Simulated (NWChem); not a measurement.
# CH₆BOP; SMILES COBP

```xyz
10

B     -0.9915     0.0150     0.0041
H     -2.1964    -0.1614    -0.0322
O     -0.5846     1.3078    -0.0244
C      0.7821     1.6981    -0.0223
H      1.3835     1.0904    -0.7335
H      0.8391     2.7621    -0.3237
H      1.2210     1.5928     0.9928
P      0.2081    -1.5028    -0.0857
H     -0.5713    -2.3614     0.7580
H      1.1439    -1.1073     0.9324
```
Atoms are numbered in this order, from 1.

All runs: NWChem. Pople sets run with spherical d functions. The geometry was optimised at PBE-D3(BJ)/def2-SVP.

For level PBE/6-31G*:

```
Item                         Result
---------------------------  ------
highest occupied level (eV)   -5.91
orbital gap (eV)               4.73
```

Estimate the same quantities for level PBE/6-31+G*.


| Item | Result |
|---|---|
| highest occupied level (eV) | -6.11 |
| orbital gap (eV) | 4.61 |
